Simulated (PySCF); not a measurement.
States of one metal complex from SC-NEVPT2 in the d shell, PySCF, above the ground state:

```tsv
2S+1	degeneracy	energy / cm⁻¹	f (electric dipole)
5	1	0	–
5	1	9279	0
5	2	10035	5.0e-05
5	1	12626	4.0e-04
3	2	17850	–
3	1	18318	–
3	1	18902	–
3	2	20584	–
3	1	20635	–
3	1	21580	–
3	1	21734	–
3	2	21919	–
```

Problem. Which of these complexes, all computed at model or optimised geometries, gave the data?
A. [CrCl4]2- (d4, distorted square planar)
B. [CrBr4]2- (d4, tetrahedral)
C. [FeF6]4- (d6, octahedral)
D. [CoF4]- (d6, tetrahedral)

Solution. A. [CrCl4]2- (d4, distorted square planar) has 5B2, then 5B1 at 9279, 5E at 10035 cm⁻¹ (NEVPT2). The others: [CrBr4]2- (d4, tetrahedral) has 5T2, then 5E at 3186, 3T1 at 15410 cm⁻¹ (NEVPT2); [FeF6]4- (d6, octahedral) has 5B2g (from 5T2g), then 5Eg (from 5T2g) at 741, 5B1g (from 5Eg) at 6943 cm⁻¹ (NEVPT2); [CoF4]- (d6, tetrahedral) has 5E, then 5T2 at 7895, 3T1 at 15553 cm⁻¹ (NEVPT2).

On [CrCl4]2-: NEVPT2 lifts 5B1 from 7762 to 9279 cm⁻¹; on the d shell alone such lifts tend to overshoot.
